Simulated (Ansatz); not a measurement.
Ideal-gas functions of H5NO2Si (`N[SiH](O)O`) at 298.15 K and 1 bar, from an Ansatz frequency run at PBE0-D4/def2-TZVP.

Molar mass 79.13 g/mol, point group Cs (symmetry number 1), electronic degeneracy 1, moments of inertia 72.835, 79.413, 130.858 u Å². Harmonic wavenumbers (cm⁻¹, unscaled): 184, 253, 270, 366, 376, 392, 464, 760, 779, 806, 816, 902, 903, 920, 985, 1584, 2281, 3599, 3691, 3915, 3918.

Use S(trans) = R[1.5 ln M + 2.5 ln T − 1.1517]; rotational temperatures θ = 24.2544 K / I; S(rot) = R[ln(√π/σ · √(T³/θAθBθC)) + 1.5]; for each mode x = 1.438777 ν̃/T, S = R[x/(eˣ − 1) − ln(1 − e⁻ˣ)] and H = RT x/(eˣ − 1); 1 cm⁻¹ = 0.0119627 kJ/mol; R = 8.31446 J/(mol·K).

By hand: the entropy, in J/(mol·K).

Translation 163.4. Rotation: θ = 0.333, 0.3054, 0.1853 K, giving 104.8. Vibration, mode by mode: 9.57, 7.15, 6.68, 4.59, 4.42, 4.15, 3.16, 1.01, 0.94, 0.85, 0.81, 0.58, 0.58, 0.54, 0.42, 0.03, 0.00, 0.00, 0.00, 0.00, 0.00, in all 45.5. Electronic 0.0. Sum 313.7 J/(mol·K).

By hand: H − E and G − E in kJ/mol, counted from the electronic energy.

Zero-point energy ½ × 28164 × 0.0119627 = 168.5; thermal vibration 8.7; translation, rotation and pV give 4 RT = 9.9. H − E = 187.1 kJ/mol, and G − E = 187.1 − 298.15 × 313.7/1000 = 93.6 kJ/mol.

Vibration gives 15 % of the entropy. The sum counts one conformer and one mirror image; others add a mixing term.
